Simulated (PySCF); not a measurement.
## TlSe⁺: frontier orbitals

B2PLYP at R = 3.283 Å; basis Tl cc-pVDZ-PP with ECP60, Se cc-pVDZ-PP with ECP10; scalar-relativistic core potentials; PySCF 2.14. State: ³Σ⁻ (triplet), unpaired electrons π ↑↑. Only the outer orbitals are listed, counted within each symmetry, core potentials removing the inner ones.

| spin | orbital | occ. | ε (eV) | on Tl (%) | main shells (%) |
| --- | --- | --- | --- | --- | --- |
| α | 8σ | 1 | -17.16 | 92 | 92 Tl s |
| α | 5π | 1 | -14.75 | 1 | 99 Se p |
| α | 5π | 1 | -14.75 | 1 | 99 Se p |
| α | 9σ | 1 | -13.48 | 14 | 86 Se p |
| α | 6π | 0 | -5.89 | 99 | 100 Tl p |
| α | 6π | 0 | -5.89 | 99 | 100 Tl p |
| α | 10σ | 0 | -5.11 | 96 | 95 Tl p |
| β | 7σ | 1 | -23.97 | 3 | 97 Se s |
| β | 8σ | 1 | -17.12 | 94 | 94 Tl s |
| β | 9σ | 1 | -12.65 | 15 | 85 Se p, 9 Tl p |
| β | 5π | 0 | -7.61 | 9 | 91 Se p, 9 Tl p |
| β | 5π | 0 | -7.61 | 9 | 91 Se p, 9 Tl p |
| β | 6π | 0 | -5.76 | 91 | 91 Tl p, 9 Se p |

Problem. Which are the highest filled and the lowest empty level, where do they sit, and how wide is the gap?

Solution. Highest filled β 9σ at -12.65 eV (in %: 85 Se p, 9 Tl p); lowest empty β 5π at -7.61 eV (in %: 91 Se p, 9 Tl p); the gap at B2PLYP is 5.04 eV.

The bond order (Mayer) is 0.32 and the ⟨S²⟩ is 2.006. The charge on Tl (Mulliken, basis-dependent) is 0.82 and the charge on Tl (Löwdin, basis-dependent) is 0.74. The dipole moment (positive dipole points towards Se; it is taken about the centre of mass and depends on that origin) is -1.09 D.

Correlated steps freeze 8 core orbitals. These are scalar-relativistic numbers at best; spin–orbit coupling would shift them, the dissociation energy most. B2PLYP dipoles, levels and charges come from its SCF part alone. The state is the lowest determinant that a PBE0 search found; another state may lie lower at other levels.
